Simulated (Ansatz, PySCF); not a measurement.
Gas-phase reaction (SMILES): C=CC[SiH2]CC=C + 8 [H][H] (H2) -> 6 C (CH4) + [SiH4] (SiH4); energy of full hydrogenation.

Each molecule is optimised on its own at B3LYP-D3(BJ)/def2-TZVP (Ansatz, a program for electronic structure), one conformer each, not searched for the lowest. Valence correlation only, unless marked. Spin-orbit coupling is left out. No relativistic terms. CBS marks a two-point X^-3 extrapolation of the correlation energy; Hartree-Fock from the larger set. The bracket is a focal-point correction in the basis named. Thermal terms are rigid-rotor harmonic-oscillator values from B3LYP-D3(BJ) frequencies (Ansatz or PySCF) at 298.15 K and 1 atm. 1 Eh = 627.5095 kcal/mol.

```tsv
species	E, RI-MP2/CBS(aug-cc-pV(T+d)Z,aug-cc-pV(Q+d)Z)+[CCSD(T)-MP2]/aug-cc-pV(T+d)Z (Ansatz) (Eh)	E, PBE/def2-TZVPD (Ansatz) (Eh)	H - E (Eh)
C=CC[SiH2]CC=C	-524.58237	-524.92213	0.16846
[H][H] (H2)	-1.17524	-1.16589	0.01336
C (CH4)	-40.46129	-40.46301	0.04840
[SiH4] (SiH4)	-291.46108	-291.72111	0.03520
```

Question: Work out ΔE and ΔH at 298.15 K at the first level, then ΔH at the second.

Answer: 
1. ΔE = [6×(-40.46129) + (-291.46108)] - [(-524.58237) + 8×(-1.17524)] = -0.24453 Eh = -153.4 kcal/mol at RI-MP2/CBS(aug-cc-pV(T+d)Z,aug-cc-pV(Q+d)Z)+[CCSD(T)-MP2]/aug-cc-pV(T+d)Z.
2. The terms H - E add up to 0.05026 Eh, so ΔH = (-0.24453 + (0.05026))×627.5095 = -121.9 kcal/mol.
3. At PBE/def2-TZVPD the same steps give ΔE = -156.8 and ΔH = -125.3 kcal/mol, a shift of -3.4 from the first level.
4. These values are not checked against measurement here, since the tables used lack a sound gas-phase enthalpy of formation for at least one species.
